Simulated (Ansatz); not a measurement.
CH₅AlCl₂O, SMILES `[CH3][Al-]([OH2+])([Cl])[Cl]`, 10 atoms. The species carries charge 0 and has multiplicity 1. All runs use 4 threads of an Arm Neoverse V2 on a shared host. Correlated methods freeze the cores.

Task: Give the basis size and wall time and peak host memory of each of these runs in Ansatz. RKS ωB97M-V/def2-SVP energy; RKS ωB97X-V/def2-TZVPP energy; RKS PBE0-D4/def2-TZVP relaxation (6 steps); RKS ωB97M-V/def2-QZVPP energy; RKS PBE0-D4/def2-TZVP frequencies; RKS PBE0-D4/def2-SVP energy; direct RPA on PBE orbitals/def2-TZVPP energy; RKS ωB97M-V/def2-TZVPP energy and forces; RKS BLYP-D4/def2-TZVPP energy; RHF-CCSD(T)/def2-TZVPP energy; RHF-MP2/def2-QZVPP energy; RKS CAM-B3LYP-D4/def2-TZVPP energy. (Best estimate.)

Result: The calculation gave: Other jobs shared the machine, so times are rough.

```csv
level,job,functions,wall time,peak host memory (GiB)
RKS PBE0-D4/def2-SVP,energy,107,1.1 s,0.22
RKS BLYP-D4/def2-TZVPP,energy,258,2 s,0.37
RKS CAM-B3LYP-D4/def2-TZVPP,energy,258,3.4 s,0.85
direct RPA on PBE orbitals/def2-TZVPP,energy,258,4.5 s,0.58
RKS ωB97M-V/def2-SVP,energy,107,4.6 s,0.34
RKS ωB97X-V/def2-TZVPP,energy,258,7.5 s,0.9
RKS ωB97M-V/def2-TZVPP,energy and forces,258,11 s,1
RHF-MP2/def2-QZVPP,energy,474,17 s,2.8
RKS ωB97M-V/def2-QZVPP,energy,474,19 s,2.3
RKS PBE0-D4/def2-TZVP,relaxation (6 steps),203,22 s,0.6
RHF-CCSD(T)/def2-TZVPP,energy,258,2.1 min,5.6
RKS PBE0-D4/def2-TZVP,frequencies,203,2.4 min,0.6
```
